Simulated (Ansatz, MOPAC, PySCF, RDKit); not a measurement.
Pair of molecules: C2H4 (SMILES C=C) (first 6 atoms) with CH2O2 (SMILES O=CO); geometry from B3LYP-D3(BJ)/def2-TZVP, rigid monomers moved along the line of their centres of mass till C1···H11 is 2.68 Å.
(charge 0, multiplicity 1):
```xyz
11

C     -0.5815    -0.2437    -0.0160
C      0.6177     0.3200     0.0712
H     -0.8066    -1.1666     0.5048
H     -1.3733     0.1904    -0.6147
H      0.8555     1.2381    -0.4526
H      1.4055    -0.1268     0.6657
O      0.3404    -1.2035     3.6259
C     -0.1540    -0.2282     4.1206
O     -0.6073     0.8390     3.4544
H     -0.2998    -0.0845     5.1996
H     -0.4682     0.6908     2.4960
```

Counterpoise-corrected where a basis set is named; no monomer relaxation. RDKit's UFF carries no charges.

The state that PM6 reach isn't checked.

The values were computed with Ansatz (a quantum-chemistry and plane-wave program) with Gaussian orbitals; MOPAC for PM6 (differences of heats of formation); PySCF for the dispersion terms; RDKit for the force fields. Each number belongs to the level named beside it.

One of these levels gives -13.3 kJ/mol for the interaction energy. Which?
A. PM6
B. UFF
C. PBE-D3(BJ)/def2-TZVPPD
D. PBE/def2-TZVPPD

D, PBE/def2-TZVPPD. The others give -0.7 (UFF), -6.6 (PM6), -17.7 (PBE-D3(BJ)/def2-TZVPPD)
